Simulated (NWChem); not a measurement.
System: C₄H₄OSi; SMILES C#C[Si@@H]1C=CO1

```xyz
10

C     -0.0166    -2.8274    -0.4817
C     -0.0047    -1.6857    -0.0668
Si    -0.0315     0.0074     0.5941
C     -1.1110     1.2891    -0.1701
C      0.0572     1.8243    -0.5815
O      1.1351     1.0463    -0.1640
H     -0.0188    -3.8288    -0.8531
H      0.1501    -0.0500     2.0625
H     -2.1168     1.6456    -0.3313
H      0.3062     2.7154    -1.1560
```
Atoms are numbered in this order, from 1.

Level: B3LYP/6-31G* (spherical d) (NWChem), optimised geometry, unscaled harmonic frequencies. 

```
frequency (cm⁻¹)  IR intensity (km/mol)
----------------  ---------------------
122                                 1.4
136                                 2.0
268                                 1.5
323                                 8.5
438                                36.4
588                                73.1
655                                19.4
686                                31.3
689                                48.0
707                                41.2
712                                63.1
735                                21.1
870                               196.2
899                                88.9
956                                28.6
1038                               88.2
1125                               89.3
1299                                6.2
1569                               74.1
2160                               68.5
2288                              141.5
3190                               24.1
3296                                1.4
3480                               38.2
```

```
Quantity                                                                            Value
-----------------------------------------------------------------------  ----------------
zero-point energy                                                           40.3 kcal/mol
thermal correction to the enthalpy at 298.15 K (with zero-point energy)     44.9 kcal/mol
heat capacity Cv                                                         22.9 cal/(mol K)
entropy at 298.15 K and 1 atm (symmetry number 1)                        78.9 cal/(mol K)
dipole moment                                                                      1.51 D
```

Rigid rotor and harmonic oscillator.
